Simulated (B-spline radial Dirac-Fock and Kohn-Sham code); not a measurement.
# Relativistic shifts of the levels of Se⁷⁺

System: the Se⁷⁺ ion in the configuration [Ar] 3d9.

Both columns are ΔSCF binding energies of the configuration average from a radial atomic solver: non-relativistic Hartree-Fock with a point nucleus, and Dirac-Fock with a finite nucleus and the Coulomb interaction alone, averaged over the two j levels with weights 2j+1.

```csv
shell,Hartree-Fock (eV),Dirac-Fock (eV),shift (eV),shift (%)
1s,12623.1,12826.4,+203.28,+1.61
2s,1756.4,1802.6,+46.18,+2.63
2p,1580.5,1591.7,+11.20,+0.71
3s,357.8,366.1,+8.34,+2.33
3p,295.7,297.9,+2.26,+0.76
3d,187.7,186.7,-1.01,-0.54
```

Relativity binds 1s, 2s, 2p, 3s, 3p more strongly, among those listed most of all 2s in relative terms, and 3d more weakly, because the contracted s and p shells screen the nucleus better.

Values without a named source are computed, but for edge energies of neutral atoms, which are taken from tables.
